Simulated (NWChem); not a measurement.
System: DMF (C₃H₇NO); SMILES C(=O)N(C)C

The following NWChem deck was run.

```
start job
memory heap 200 mb stack 900 mb global 1100 mb
geometry units angstroms noautosym nocenter noautoz
  C      0.775659    -1.583626    -0.000429
  N      0.024092    -0.345095    -0.000288
  C     -1.426258    -0.427096    -0.001436
  C      0.640605     0.874691    -0.000057
  O      0.077481     1.956746    -0.000595
  H      1.847150    -1.363276     0.002295
  H      0.543170    -2.187324     0.887423
  H      0.547214    -2.184976    -0.890955
  H     -1.819472     0.590184    -0.001005
  H     -1.784726    -0.958373    -0.892972
  H     -1.786001    -0.960440     0.888279
  H      1.744357     0.776981     0.000766
end
basis spherical
  C library def2-svp
  N library def2-svp
  O library def2-svp
  H library def2-svp
end
dft
  xc m06-2x
  iterations 150
end
cosmo
  dielec 1.5
end
task dft energy
```

NWChem printed, in part:

```
             Northwest Computational Chemistry Package (NWChem) 7.3.0
             --------------------------------------------------------

                             Geometry "geometry" -> ""
                             -------------------------

 Output coordinates in angstroms (scale by  1.889725989 to convert to a.u.)

  No.       Tag          Charge          X              Y              Z
 ---- ---------------- ---------- -------------- -------------- --------------
    1 C                    6.0000     0.77565900    -1.58362600    -0.00042900
    2 N                    7.0000     0.02409200    -0.34509500    -0.00028800
    3 C                    6.0000    -1.42625800    -0.42709600    -0.00143600
    4 C                    6.0000     0.64060500     0.87469100    -0.00005700
    5 O                    8.0000     0.07748100     1.95674600    -0.00059500
    6 H                    1.0000     1.84715000    -1.36327600     0.00229500
    7 H                    1.0000     0.54317000    -2.18732400     0.88742300
    8 H                    1.0000     0.54721400    -2.18497600    -0.89095500
    9 H                    1.0000    -1.81947200     0.59018400    -0.00100500
   10 H                    1.0000    -1.78472600    -0.95837300    -0.89297200
   11 H                    1.0000    -1.78600100    -0.96044000     0.88827900
   12 H                    1.0000     1.74435700     0.77698100     0.00076600

 Effective nuclear repulsion energy (a.u.)     181.1674305392

                                 NWChem DFT Module
                                 -----------------

 Summary of "ao basis" -> "ao basis" (spherical)
 ------------------------------------------------------------------------------
       Tag                 Description            Shells   Functions and Types
 ---------------- ------------------------------  ------  ---------------------
 C                          def2-svp                 6       14   3s2p1d
 N                          def2-svp                 6       14   3s2p1d
 O                          def2-svp                 6       14   3s2p1d
 H                          def2-svp                 3        5   2s1p

 in cosmo_initialize ...

 solvent parameters
 solvname_short: unkn
 solvname_long:  unknown
 dielec:        1.5000

          ---------------
          -cosmo- solvent
          ---------------
 Cosmo: York-Karplus, doi: 10.1021/jp992097l
 dielectric constant -eps-     =   1.50
 screen = (eps-1)/(eps    )    =   0.33333
 surface charge correction     = lagrangian

   van der Waals surface
 --------------------------

 ---------- ATOMIC COORDINATES (A.U.) ------------ VDWR(ANG.) --
     1    1.46578297   -2.99261921   -0.00081069     2.000
     2    0.04552728   -0.65213499   -0.00054424     1.830
     3   -2.69523681   -0.80709441   -0.00271365     2.000
     4    1.21056792    1.65292631   -0.00010771     2.000
     5    0.14641786    3.69771377   -0.00112439     1.720
     6    3.49060736   -2.57621809    0.00433692     1.300
     7    1.02644247   -4.13344301    1.67698631     1.300
     8    1.03408452   -4.12900593   -1.68366082     1.300
     9   -3.43830352    1.11528604   -0.00189917     1.300
    10   -3.37264310   -1.81106236   -1.68747240     1.300
    11   -3.37505251   -1.81496843    1.67860391     1.300
    12    3.29635676    1.46828119    0.00144753     1.300
 number of segments per atom =         32
 number of   points per atom =         32
 atom (   nspa,  nppa )
 ----------------------
    1 (     18,     0 )       0
    2 (      8,     0 )       0
    3 (     16,     0 )       0
    4 (     12,     0 )       0
    5 (     20,     0 )       0
    6 (     14,     0 )       0
    7 (     15,     0 )       0
    8 (     15,     0 )       0
    9 (     14,     0 )       0
   10 (     14,     0 )       0
   11 (     14,     0 )       0
   12 (     14,     0 )       0
 number of -cosmo- surface points =      174
 molecular surface =    118.559 angstrom**2
 molecular volume  =     96.567 angstrom**3
 G(cav/disp)       =      1.453 kcal/mol
 -lineq- algorithm             =   0
 -bem- low  level              =   2
 -bem- from -octahedral-
 gaussian surface charge width =   4.50000
 degree of switching           =   1.00000
 switching function tolerance  =   0.00010
 atomic radii =
 --------------
    1  6.000  2.000
    2  7.000  1.830
    3  6.000  2.000
    4  6.000  2.000
    5  8.000  1.720
    6  1.000  1.300
    7  1.000  1.300
    8  1.000  1.300
    9  1.000  1.300
   10  1.000  1.300
   11  1.000  1.300
   12  1.000  1.300
 ...... end of -cosmo- initialization ......

[...]

                                   COSMO solvation results
                                   -----------------------

                 gas phase energy =      -248.206877611648
                 sol phase energy =      -248.210226879838
 (electrostatic) solvation energy =         0.003349268190 (    2.10 kcal/mol)

                       DFT Final Molecular Orbital Analysis
                       ------------------------------------

 Vector   18  Occ=2.000000D+00  E=-4.492405D-01
              MO Center= -7.9D-01, -3.3D-01, -2.8D-03, r^2= 3.0D+00
   Bfn.  Coefficient  Atom+Function         Bfn.  Coefficient  Atom+Function
  ----- ------------  ---------------      ----- ------------  ---------------
    33      0.355795   3 C  py               86      0.333538   9 H  s
     4     -0.244975   1 C  px               71     -0.190790   6 H  s
    36      0.165507   3 C  py               19      0.157308   2 N  py
    18     -0.143079   2 N  px               32     -0.141641   3 C  px
    91     -0.120899  10 H  s                96     -0.114830  11 H  s

 Vector   19  Occ=2.000000D+00  E=-3.313160D-01
              MO Center=  2.9D-01,  1.5D+00, -3.8D-04, r^2= 1.6D+00
   Bfn.  Coefficient  Atom+Function         Bfn.  Coefficient  Atom+Function
  ----- ------------  ---------------      ----- ------------  ---------------
    60      0.520848   5 O  px               63      0.369548   5 O  px
    17      0.307116   2 N  s                61      0.240207   5 O  py
   101     -0.236315  12 H  s                64      0.190969   5 O  py
   102     -0.168963  12 H  s                19     -0.160126   2 N  py
    22      0.143548   2 N  py               50      0.143241   4 C  py

 Vector   20  Occ=2.000000D+00  E=-3.023463D-01
              MO Center= -6.1D-02,  4.7D-02, -8.4D-04, r^2= 2.9D+00
   Bfn.  Coefficient  Atom+Function         Bfn.  Coefficient  Atom+Function
  ----- ------------  ---------------      ----- ------------  ---------------
    20      0.472981   2 N  pz               23     -0.422553   2 N  pz
    62      0.335625   5 O  pz               65      0.272239   5 O  pz
    76      0.144898   7 H  s                81     -0.145219   8 H  s
    91     -0.134876  10 H  s                96      0.134688  11 H  s
     6      0.113058   1 C  pz               77      0.112751   7 H  s

 Vector   21  Occ=0.000000D+00  E= 7.111549D-02
              MO Center=  3.7D-01,  7.7D-01, -1.1D-03, r^2= 2.6D+00
   Bfn.  Coefficient  Atom+Function         Bfn.  Coefficient  Atom+Function
  ----- ------------  ---------------      ----- ------------  ---------------
    51      0.643971   4 C  pz               48      0.501099   4 C  pz
    65     -0.439494   5 O  pz               62     -0.354125   5 O  pz
    23     -0.318921   2 N  pz               92     -0.305855  10 H  s
    97      0.304235  11 H  s                20      0.257898   2 N  pz
    37     -0.226132   3 C  pz               82     -0.193406   8 H  s

 Vector   22  Occ=0.000000D+00  E= 9.419641D-02
              MO Center=  1.1D-02, -1.6D+00, -6.2D-04, r^2= 6.5D+00
   Bfn.  Coefficient  Atom+Function         Bfn.  Coefficient  Atom+Function
  ----- ------------  ---------------      ----- ------------  ---------------
     3      1.829589   1 C  s                31      1.348808   3 C  s
    77     -0.961765   7 H  s                82     -0.961307   8 H  s
    92     -0.802923  10 H  s                97     -0.803472  11 H  s
    72     -0.764189   6 H  s                 8     -0.458837   1 C  py
   102     -0.426026  12 H  s                49      0.300436   4 C  px

 Vector   23  Occ=0.000000D+00  E= 1.288914D-01
              MO Center=  1.2D+00, -4.0D-01,  2.1D-03, r^2= 6.4D+00
   Bfn.  Coefficient  Atom+Function         Bfn.  Coefficient  Atom+Function
  ----- ------------  ---------------      ----- ------------  ---------------
    72      1.256725   6 H  s               102      1.255194  12 H  s
    31      1.116171   3 C  s                45     -1.073255   4 C  s
    92     -0.692182  10 H  s                97     -0.694434  11 H  s
     7     -0.643604   1 C  px                3     -0.628686   1 C  s
    49     -0.554875   4 C  px               35     -0.424364   3 C  px

     Multipole analysis of the density
     ---------------------------------

     L   x y z        total         alpha         beta         nuclear
     -   - - -        -----         -----         ----         -------
     0   0 0 0     -0.000000    -20.000000    -20.000000     40.000000

     1   1 0 0      0.221805      0.091798      0.091798      0.038210
     1   0 1 0     -1.667495     -0.961203     -0.961203      0.254911
     1   0 0 1      0.000054      0.023154      0.023154     -0.046255

     2   2 0 0    -20.134050    -72.675347    -72.675347    125.216644
     2   1 1 0      0.093174      0.748617      0.748617     -1.404061
     2   1 0 1      0.001679     -0.032695     -0.032695      0.067069
     2   0 2 0    -27.384803   -132.263595   -132.263595    237.142387
     2   0 1 1      0.001691     -0.006309     -0.006309      0.014310
     2   0 0 2    -22.941430    -17.126893    -17.126893     11.312356
```

Level: M06-2X/def2-SVP, COSMO on the gas-phase geometry. All runs use the structure optimised with B3LYP/6-31G* (spherical d). COSMO prints the solvation energy as gas minus solution, so a positive value is a stabilisation.
